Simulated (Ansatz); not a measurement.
The cluster V₃O₃⁺, 6 atoms. Hardware: 4 threads of Intel Xeon on a shared host.

Correlated methods freeze 18 core orbitals; core or outer-core shells of V are correlated, in sets that lack core-valence functions.

(1) How many basis functions does each of these Ansatz runs have, and roughly what does it cost? PBE-D4/def2-TZVP, charge 1 singlet, energy and forces, from earlier orbitals; PBE-D4/def2-SVP, charge 1 singlet, energy, from earlier orbitals; ωB97M-V/def2-TZVP, charge 1 singlet, energy, from earlier orbitals; CCSD(T)/def2-SVP, charge 1 singlet, energy, from earlier orbitals; PBE0-D4/def2-SVP, charge 1 singlet, energy, from earlier orbitals; B3LYP-D4/def2-TZVP, charge 1 singlet, energy, from earlier orbitals; r2SCAN-D4/def2-TZVP, charge 1 singlet, energy, from earlier orbitals; PBE0-D4/def2-TZVP, charge 1 singlet, energy, from earlier orbitals; PBE-D4/def2-SVP, charge 1 singlet, relaxation, 30 steps; r2SCANh-D4/def2-TZVP, charge 1 singlet, energy, from earlier orbitals; MP2/def2-TZVP, charge 1 singlet, energy, from earlier orbitals.

Results:

(1) Other jobs shared the machine, so times can vary by a factor of up to 3. A dash marks memory too small to be measured apart from the calling script's.

```json
{"run": "PBE-D4/def2-SVP, charge 1 singlet, energy, from earlier orbitals", "functions": "135", "fitting or Cholesky vectors": "1575", "wall time": "2.5 s", "peak host memory (GiB)": "–"}
{"run": "PBE0-D4/def2-SVP, charge 1 singlet, energy, from earlier orbitals", "functions": "135", "fitting or Cholesky vectors": "1434", "wall time": "4.8 s", "peak host memory (GiB)": "–"}
{"run": "PBE-D4/def2-TZVP, charge 1 singlet, energy and forces, from earlier orbitals", "functions": "228", "fitting or Cholesky vectors": "1755", "wall time": "5.5 s", "peak host memory (GiB)": "–"}
{"run": "B3LYP-D4/def2-TZVP, charge 1 singlet, energy, from earlier orbitals", "functions": "228", "fitting or Cholesky vectors": "1884", "wall time": "7.5 s", "peak host memory (GiB)": "0.96"}
{"run": "r2SCAN-D4/def2-TZVP, charge 1 singlet, energy, from earlier orbitals", "functions": "228", "fitting or Cholesky vectors": "1755", "wall time": "7.5 s", "peak host memory (GiB)": "–"}
{"run": "PBE0-D4/def2-TZVP, charge 1 singlet, energy, from earlier orbitals", "functions": "228", "fitting or Cholesky vectors": "1974", "wall time": "13 s", "peak host memory (GiB)": "0.99"}
{"run": "r2SCANh-D4/def2-TZVP, charge 1 singlet, energy, from earlier orbitals", "functions": "228", "fitting or Cholesky vectors": "1782", "wall time": "13 s", "peak host memory (GiB)": "0.98"}
{"run": "MP2/def2-TZVP, charge 1 singlet, energy, from earlier orbitals", "functions": "228", "fitting or Cholesky vectors": "1807", "wall time": "57 s", "peak host memory (GiB)": "1.2"}
{"run": "ωB97M-V/def2-TZVP, charge 1 singlet, energy, from earlier orbitals", "functions": "228", "fitting or Cholesky vectors": "1812", "wall time": "66 s", "peak host memory (GiB)": "1.5"}
{"run": "PBE-D4/def2-SVP, charge 1 singlet, relaxation, 30 steps", "functions": "135", "fitting or Cholesky vectors": "1575", "wall time": "86 s", "peak host memory (GiB)": "–"}
{"run": "CCSD(T)/def2-SVP, charge 1 singlet, energy, from earlier orbitals", "functions": "135", "fitting or Cholesky vectors": "1434", "wall time": "1.9 min", "peak host memory (GiB)": "1.1"}
```
